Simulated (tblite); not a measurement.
C4H9BO2Si.
Numbering: `[BH2:1][C:2]1=[CH:3][O:4][Si@@H:5]1[O:6][CH2:7][CH3:8]` (hydrogens: H9, H10 on B1; H11 on C3; H12 on Si5; H13, H14 on C7; H15, H16, H17 on C8)

Computed with GFN2-xTB (tblite), gas phase: L-BFGS steps from a force-field or distance-geometry start until the largest atomic force falls under 0.01 eV/Å.

Step 149: E = -660.4893 eV
```
atom  x, y, z in Å  |  force x, y, z in eV/Å
B1     -2.4963    0.7960    1.3716   -0.011   0.004  -0.005
C2     -1.8837    0.3164    0.0735   -0.031  -0.075  -0.010
C3     -2.4185   -0.4554   -0.9043    0.009   0.026   0.011
O4     -1.5008   -0.6556   -1.8759   -0.025  -0.009   0.004
Si5    -0.3868    0.3825   -1.0942    0.011   0.006   0.028
O6      0.9989   -0.4137   -0.9341    0.012   0.012  -0.036
C7      2.2271    0.1368   -0.5372    0.001  -0.001   0.003
C8      2.2946    0.3116    0.9716    0.007   0.030  -0.012
H9     -1.8762    1.4571    2.1126   -0.014   0.029   0.015
H10    -3.5982    0.4867    1.6318    0.063  -0.006   0.005
H11    -3.3920   -0.9025   -1.0338    0.019  -0.006  -0.021
H12    -0.2719    1.5972   -1.8886    0.007   0.021  -0.017
H13     3.0045   -0.5543   -0.8774   -0.021  -0.002  -0.006
H14     2.3711    1.1010   -1.0370   -0.007  -0.009   0.013
H15     2.2677   -0.6600    1.4564   -0.030   0.008   0.037
H16     1.4396    0.8948    1.3074    0.045  -0.002  -0.005
H17     3.2141    0.8228    1.2477   -0.034  -0.029  -0.003
```

Step 150: E = -660.4896 eV
```
atom  x, y, z in Å  |  force x, y, z in eV/Å
B1     -2.5008    0.7967    1.3701    0.028  -0.017  -0.040
C2     -1.8863    0.3093    0.0747   -0.010  -0.017   0.019
C3     -2.4199   -0.4579   -0.9061   -0.014   0.003  -0.003
O4     -1.5016   -0.6539   -1.8782   -0.026  -0.022  -0.004
Si5    -0.3895    0.3826   -1.0936    0.006   0.021   0.049
O6      0.9972   -0.4096   -0.9276   -0.033  -0.024  -0.052
C7      2.2261    0.1383   -0.5352    0.022   0.003  -0.021
C8      2.3019    0.3111    0.9714   -0.018  -0.006   0.029
H9     -1.8824    1.4607    2.1082    0.004   0.046   0.024
H10    -3.6002    0.4888    1.6316    0.008  -0.021   0.012
H11    -3.3932   -0.9045   -1.0374    0.018  -0.009  -0.025
H12    -0.2754    1.5971   -1.8883    0.006   0.023  -0.014
H13     2.9994   -0.5540   -0.8792    0.012  -0.016  -0.019
H14     2.3694    1.1019   -1.0348    0.001   0.016   0.001
H15     2.2722   -0.6603    1.4562   -0.033   0.000   0.035
H16     1.4537    0.8985    1.3123   -0.008   0.020   0.009
H17     3.2225    0.8166    1.2460    0.036   0.001   0.000
```

Problem. Estimate the geometry and energy of step 151. (The exact step hangs on the optimiser's Hessian estimate; all steps are aligned on step 150, rigid shifts and turns removed.)

Solution. E = -660.4901 eV, largest force 0.047 eV/Å
```
atom  x, y, z in Å  |  force x, y, z in eV/Å
B1     -2.4984    0.7967    1.3713    0.033  -0.010  -0.021
C2     -1.8843    0.3070    0.0769    0.004  -0.013   0.000
C3     -2.4193   -0.4573   -0.9056   -0.006  -0.006  -0.002
O4     -1.5019   -0.6538   -1.8784   -0.021  -0.004   0.008
Si5    -0.3879    0.3814   -1.0931    0.022   0.000   0.042
O6      0.9999   -0.4127   -0.9354   -0.026   0.015  -0.028
C7      2.2277    0.1371   -0.5370   -0.004  -0.002  -0.005
C8      2.2977    0.3118    0.9710   -0.034  -0.010   0.008
H9     -1.8801    1.4610    2.1103   -0.002   0.036   0.010
H10    -3.5979    0.4900    1.6329    0.004  -0.022   0.012
H11    -3.3928   -0.9030   -1.0373    0.009  -0.009  -0.023
H12    -0.2747    1.5984   -1.8849    0.005   0.014  -0.009
H13     3.0026   -0.5547   -0.8786    0.009  -0.013  -0.011
H14     2.3717    1.1009   -1.0362    0.000   0.012   0.001
H15     2.2687   -0.6592    1.4571   -0.033   0.008   0.029
H16     1.4461    0.8977    1.3085    0.013   0.006  -0.003
H17     3.2161    0.8201    1.2486    0.027  -0.003  -0.006
```

The energy changes by -0.0005 eV. The first-order estimate −F·Δx gives -0.0006 eV and the mean of the old and new forces, exact on a quadratic surface, -0.0004 eV. The step makes an angle of 77° with the force vector and moves no atom by more than 0.009 Å.

The cost below is that of the whole relaxation. Time: 2.3 s wall. Hardware: one thread of an Arm Neoverse N1, no GPU (shared host).
